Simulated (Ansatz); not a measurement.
Reaction (SMILES): BBr (BH2Br) [bromoborane] → [BH]Br + H atom (the B-H bond at the site shown breaks; other sites are not compared here)
Structures are relaxed separately at B3LYP-D3(BJ)/def2-TZVP in Ansatz (a program for electronic structure). Frequencies are from Ansatz.
Geometry of the first species:
SMILES: BBr
```xyz
4

B     -1.5458     0.1038    -0.1796
Br     0.3404    -0.0229     0.0396
H     -1.9662     0.9940    -0.8363
H     -2.2187    -0.7130     0.3500
```
Charge 0, spin multiplicity 1.

Wanted: bond dissociation energy (0 K, with B3LYP-D3(BJ) harmonic zero-point energies), in kcal/mol. Valence correlation only, unless marked. Open shells are spin-unrestricted. No spin-orbit coupling. Frozen are the shells of the preceding noble gas and the d and f shells that filled before the atom's block. Non-relativistic. Basis-set limits of correlation are two-point, X^-3; Hartree-Fock from the larger set (for Q and 5 zeta extrapolated as (X+1)exp(-9√X)).

| level | program | bond dissociation energy (kcal/mol) |
|---|---|---|
| BLYP-D4/def2-TZVPD | Ansatz + dftd4 | 99.6 |
| PBE0/STO-3G | Ansatz | 131.4 |
| PBE0/6-31G* | Ansatz | ? |
| PBE0-D4/def2-TZVPD | Ansatz + dftd4 | ? |
| BHLYP/def2-TZVPD | Ansatz | ? |
| r2SCAN0/def2-TZVPD | Ansatz | 97.7 |
| CAM-B3LYP-D4/def2-TZVPD | Ansatz + dftd4 | ? |
| B2GP-PLYP-D3(BJ)/def2-TZVPD | Ansatz + dftd3 | 100.8 |
| B2GP-PLYP-D4/def2-TZVPD | Ansatz + dftd4 | 100.8 |
| SCS-MP2/aug-cc-pVQZ | Ansatz | 103.9 |
| CCSDT/cc-pVDZ | Ansatz | 97.7 |
| CCSD(T)/CBS(cc-pVQZ,cc-pV5Z) | Ansatz | 102.6 |

Task: Fill in the missing entries.

Result: 
- PBE0/6-31G*, bond dissociation energy (kcal/mol): 99.9
- PBE0-D4/def2-TZVPD, bond dissociation energy (kcal/mol): 98.3
- BHLYP/def2-TZVPD, bond dissociation energy (kcal/mol): 101.5
- CAM-B3LYP-D4/def2-TZVPD, bond dissociation energy (kcal/mol): 102.1
